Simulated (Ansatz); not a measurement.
`[SiH2]S[SiH2]Cl`• → Cl• + 4 H• + S• + 2 Si•  (atomization)

Program: Ansatz. Geometries: PBE0-D4/def2-TZVP. ΔE: electronic, gas phase. CCSD(T)/CBS is the MP2 limit (def2-TZVPP, def2-QZVPP) plus CCSD(T) − MP2 in def2-TZVPP, frozen cores. This one scheme is used for every species, atoms too. DFT in def2-TZVPP. No spin–orbit coupling; open shells (•) take unrestricted orbitals. Spin–orbit coupling would lower the free atoms: a little for Cl, S, Si. Each species was taken in one conformer, which may not be the lowest.

| species | PBE-QIDH energy (Eh) |
| --- | --- |
| `[SiH2]S[SiH2]Cl`• | -1439.00640 |
| Cl• | -459.91434 |
| H• | -0.50179 |
| S• | -397.88880 |
| Si• | -289.15959 |

(1) Work out ΔE.

(2) What do rigid-rotor, harmonic-oscillator terms from PBE0-D4/def2-TZVP frequencies (298.15 K, 1 bar) make of the CCSD(T)/CBS value? (Best estimate.)

Largest T1 diagnostic among the species: 0.014.

Answers

(1) ΔE = 4 × (-0.50179) + 2 × (-289.15959) + (-459.91434) + (-397.88880) − (-1439.00640) = 0.87692 Eh = +550.3 kcal/mol. CCSD(T)/CBS gives +554.8 kcal/mol.

(2) The calculation gave: ΔZPE = -23.2 kcal/mol, ΔH = +538.5 kcal/mol, ΔS = 770 J/(mol·K), ΔG = +483.6 kcal/mol. Open shells count their whole term as degenerate. Modes under 50 cm⁻¹ make the entropy rough.

In def2-TZVPP, CCSD(T) changes the Hartree–Fock value by +121.4 kcal/mol (the triples alone add +8.3 kcal/mol) and MP2 by +127.2 kcal/mol; breaking electron pairs costs correlation energy, which Hartree–Fock lacks. The D4 term adds +10.6 kcal/mol with B3LYP and +5.5 kcal/mol with PBE0; it sums over pairs of atoms, weighted by their polarisabilities, and B3LYP, whose exchange is more repulsive, gets the larger term. From r2SCAN to r2SCAN0 (25 % exact exchange), in def2-TZVPP and without D4, ΔE moves by −6.2 kcal/mol: exact exchange takes away binding that semilocal exchange gives to molecules.

B3LYP here is the variant with VWN-RPA as its local correlation; programs differ in this.

For atomizations the MP2-based limit and the directly extrapolated one differ by several kJ/mol either way, and by 10 to 25 for some Ge, Se and Sn compounds, so smaller differences from it don't rank the levels.
